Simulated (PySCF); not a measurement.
As2FH5Si, SMILES F[SiH]([AsH2])[AsH2]. Geometry optimised at PBE0-D3(BJ)/def2-SVP.

Level of theory: PySCF 2.14.0 with PBE0-D3(BJ)/def2-SVP.

Harmonic wavenumbers (cm⁻¹): 81, 104, 122, 165, 177, 314, 416, 540, 596, 626, 656, 775, 814, 892, 986, 989, 2207, 2208, 2219, 2223, 2230. Rotational constants (GHz): 3.235, 0.8269, 0.6913; symmetry number 1.

### Question
Work out the zero-point energy and the ideal-gas rigid-rotor harmonic-oscillator thermochemistry at 298.15 K and 1 atm.

### Answer
ZPE = ½ Σ hcν = ½ × 19339 cm⁻¹ = 115.68 kJ/mol. H − E(el) = 138.81 kJ/mol. Entropy in J/(mol K): translation 174.95, rotation 123.61, vibration 83.53, total 382.09. G − E(el) = 24.89 kJ/mol. Cp = 114.48 J/(mol K). Modes under 150 cm⁻¹ make the vibrational entropy uncertain.
